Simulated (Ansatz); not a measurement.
Program: Ansatz. Geometries: PBE0-D4/def2-TZVP. ΔE: electronic, gas phase. CBS: MP2 limit from def2 TZ/QZ plus the TZ coupled-cluster correction, frozen cores. This one scheme is used for every species. DFT in def2-TZVPP. Elements past krypton have def2 core potentials. For Hf outer-core shells are correlated without core-valence functions, which leaves a few kJ/mol of doubt a bond. Each species was taken in one conformer, which may not be the lowest.

Reaction (substitution at a C–B bond): `CC(C)BN` + `[NH2][Hf]([F])([Cl])[Cl]` → `CC(C)[NH][Hf]([F])([Cl])[Cl]` + `BN`

```csv
level,ΔE (kJ/mol)
r2SCANh-D4,47.2
r2SCAN0-D4,47.8
ωB97M-V,46.1
PBE-QIDH,46.1
PBE0,51.9
r2SCAN0,49.8
CAM-B3LYP,49.0
MP2/def2-TZVPP,39.2
```

Q: What does CCSD(T)/CBS give? (Estimate.)

A: Computed: +43.1 kJ/mol. The listed levels differ from it by 4.1, 4.7, 3.0, 3.0, 8.8, 6.7, 5.9, -3.9 kJ/mol.

Largest T1 diagnostic among the species: 0.014.

In def2-TZVPP, CCSD(T) changes the Hartree–Fock value by −11.0 kJ/mol (the triples alone add −2.9 kJ/mol) and MP2 by −11.1 kJ/mol. Leaving LDA and LC-ωPBE aside and taking each functional with its dispersion term where it has one, the values, not all of them listed here, spread over 5.5 kJ/mol, from BLYP-D4 to B97M-V. LDA lies −8.9 kJ/mol from PBE without D4.
